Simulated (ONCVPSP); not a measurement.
silicon: excitation energies, all-electron against ONCV

Si (Z = 14), optimised norm-conserving Vanderbilt (ONCV), made with ONCVPSP 4.0.1 (BLYP, scalar-relativistic). Core [Ne], reference 3s2 3p2. Waves: 3s: rc 1.65 bohr, ncon 5, nbas 10, qcut 3 1/bohr, 2 projectors, debl 1.1 Ha; 3p: rc 2.05 bohr, ncon 5, nbas 9, qcut 3.5 1/bohr, 3 projectors, debl 1.2 Ha. Local part: polynomial inside 1.55 bohr (lpopt 5, dvloc0 0 Ha). Core correction: Teter function, fcfact 6, rcfact 1.25.

Energies are relative to the spin-unpolarised reference configuration 3s2 3p2; without spin polarisation the order of configurations can differ from experiment.

(1) Give the all-electron excitation energy and the error of the potential for: 3s2 3p1; 3s2 3p0; 3s1 3p0; 3s0 3p4.

Note: ghosts flagged at negative energy: p at -5353.0 eV; GHOST(+) flagged for s at 121.1 eV. A true bound ghost makes a file unfit for plane-wave use.

## Answers

(1)

| valence configuration | charge | ΔE all-electron (eV) | error AE − PS (meV) |
| --- | --- | --- | --- |
| 3s2 3p1 | +1 | 7.589 | +1.5 |
| 3s2 3p0 | +2 | 23.478 | +20 |
| 3s1 3p0 | +3 | 57.482 | +120 |
| 3s0 3p4 | 0 | 13.875 | +2.3 |
